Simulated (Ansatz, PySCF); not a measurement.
WO₂Cl₂, SMILES [O]=[W](=[O])([Cl])[Cl], multiplicity 1.

The structure is a stationary point at B3LYP-D3(BJ)/def2-SVP. The spin state was assumed, not searched. The isomer is the one that the SMILES or the coordinates give; other isomers of the formula were not compared. The def2 effective core potentials stand for the cores of W; spin–orbit coupling is left out.

Vertical ionisation energy (IE) and electron affinity (EA) in eV. Rows of orbital energies are one-electron estimates. Where ΔSCF, EOM or ADC give a negative EA the extra electron is unbound and the value depends on the basis.

```tsv
level	IE	EA
−ε(HOMO), −ε(LUMO), PBE/def2-TZVP (PySCF)	8.13	4.10
ΔSCF, CAM-B3LYP/def2-TZVPD (Ansatz), final states of multiplicity 2 and 2	11.81	1.83
```

### Question
What vertical singlet–triplet gap does ΔSCF give with CAM-B3LYP/def2-TZVPD (Ansatz, a quantum-chemistry and plane-wave program)? (An estimate is asked for; the answer gives what the named calculation found.)

### Answer
4.02 eV (triplet above singlet where positive).
